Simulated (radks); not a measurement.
Values are calculated unless marked as measured or tabulated.
Trend from Cu to Au: ionisation energy by Delta-SCF between NIST ground configurations, and size. Level of theory: Dirac Kohn-Sham, PBE, spin-unpolarised, spherical densities, point nucleus (a radial shooting solver on a logarithmic mesh with Libxc functionals).

| species | configuration | configuration of the ion | IE (eV) | NIST (eV) | kind | outermost | <r> outermost (bohr) | r at 0.001 e/bohr^3 (bohr) |
|---|---|---|---|---|---|---|---|---|
| Cu | [Ar] 3d10 4s1 | [Ar] 3d10 | 8.149 | 7.726 | exp. | 4s1/2 | 2.94 | 4.10 |
| Ag | [Kr] 4d10 5s1 | [Kr] 4d10 | 7.759 | 7.576 | exp. | 5s1/2 | 3.17 | 4.26 |
| Au | [Xe] 4f14 5d10 6s1 | [Xe] 4f14 5d10 | 9.427 | 9.226 | exp. | 6s1/2 | 2.87 | 4.28 |

Reference values: NIST Atomic Spectra Database (measured). Spin polarisation and multiplet splitting are left out, so open shells lie too high by an amount that depends on their filling.

Beside tabulated values, note that spin-unpolarised runs miss the spin-polarisation part of the exchange energy of open shells.
